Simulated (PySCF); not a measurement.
Al(AsH2)(F)(OH) (AlAsFH₃O), SMILES [OH][Al]([F])[AsH2].

Geometry optimised at PBE-D3(BJ)/def2-SVP. The structure was generated by enumeration; whether it is a known compound was not checked. The values are those of a single conformer.

Calculation: TDDFT-PBE/def2-SVPD in PySCF.

Vertical excitations. Isolated molecule, no solvent.

Computed UV-visible absorptions:
| state | energy (eV) | λ (nm) | f | main pairs |
|---|---|---|---|---|
| S1 | 5.39 | 230 | 0.124 | HOMO→LUMO 77 %, HOMO→LUMO+1 19 % |
| S2 | 5.92 | 209 | 0.063 | HOMO→LUMO+1 66 %, HOMO−1→LUMO 17 %, HOMO→LUMO 10 % |
| S3 | 6.15 | 202 | 0.003 | HOMO→LUMO+2 85 % |
| S4 | 6.22 | 199 | 0.085 | HOMO−1→LUMO 67 %, HOMO→LUMO+2 11 % |
| S5 | 6.43 | 193 | 0.038 | HOMO−2→LUMO 88 % |
| S6 | 6.65 | 187 | 0.052 | HOMO−3→LUMO 68 %, HOMO−1→LUMO+1 15 %, HOMO→LUMO+3 13 % |
| S7 | 6.70 | 185 | 0.008 | HOMO→LUMO+3 47 %, HOMO−2→LUMO+1 20 %, HOMO−3→LUMO 16 %, HOMO−1→LUMO+1 11 % |
| S8 | 6.89 | 180 | 0.077 | HOMO−1→LUMO+1 27 %, HOMO→LUMO+4 19 %, HOMO→LUMO+3 18 %, HOMO−3→LUMO+1 13 % |
| S9 | 6.97 | 178 | 0.003 | HOMO−1→LUMO+2 36 %, HOMO−2→LUMO+1 27 %, HOMO−2→LUMO+2 11 %, HOMO−1→LUMO+1 9 % |
| S10 | 7.04 | 176 | 0.036 | HOMO→LUMO+4 31 %, HOMO−1→LUMO+2 30 %, HOMO−3→LUMO+1 12 %, HOMO−1→LUMO+1 8 % |
| T1 | 4.65 | 267 | 0 | HOMO→LUMO 85 %, HOMO→LUMO+1 13 % |
| T2 | 5.17 | 240 | 0 | HOMO→LUMO+1 85 %, HOMO→LUMO 13 % |
| T3 | 5.58 | 222 | 0 | HOMO→LUMO+2 96 % |
| T4 | 5.86 | 212 | 0 | HOMO−1→LUMO 96 % |
Triplets are in the Tamm–Dancoff approximation, which puts them higher than full response would, so one can lie above its singlet here.
